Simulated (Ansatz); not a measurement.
Gas-phase electronic energies from Ansatz, PBE0-D4/def2-TZVP geometries. CCSD(T)/CBS is the MP2 limit (def2-TZVPP, def2-QZVPP) plus CCSD(T) − MP2 in def2-TZVPP, frozen cores. DFT in def2-TZVPP. One conformer a species, not always the lowest.

Consider the ligand exchange at the Si–C bond: `OC(O)(Cl)[SiH2]Cl` + `S[SiH](Cl)Cl` → `Cl[SiH2]S[SiH](Cl)Cl` + `OC(O)Cl`.

Question: Is it downhill or uphill in electronic energy at CCSD(T)/CBS, and by how much? (Estimate.)

Answer: Ansatz gave: Downhill: ΔE = -81.5 kJ/mol.

Question: What do these levels give: r2SCAN-D4, PBE0-D4, ωB97X-V, B2PLYP, r2SCAN, CCSD(T)/def2-TZVPP? (An estimate is asked.)

Answer: Computed: r2SCAN-D4 -79.9, PBE0-D4 -84.8, ωB97X-V -79.4, B2PLYP -79.0, r2SCAN -79.0, CCSD(T)/def2-TZVPP -78.9 kJ/mol.

Largest T1 diagnostic among the species: 0.011.

From PBE to PBE0 (25 % exact exchange), in def2-TZVPP and without D4, ΔE moves by −5.3 kJ/mol. The D4 term adds −5.3 kJ/mol with B3LYP and −3.3 kJ/mol with PBE0; it sums over pairs of atoms, weighted by their polarisabilities, and B3LYP, whose exchange is more repulsive, gets the larger term.

B3LYP here is the variant with VWN-RPA as its local correlation; programs differ in this.
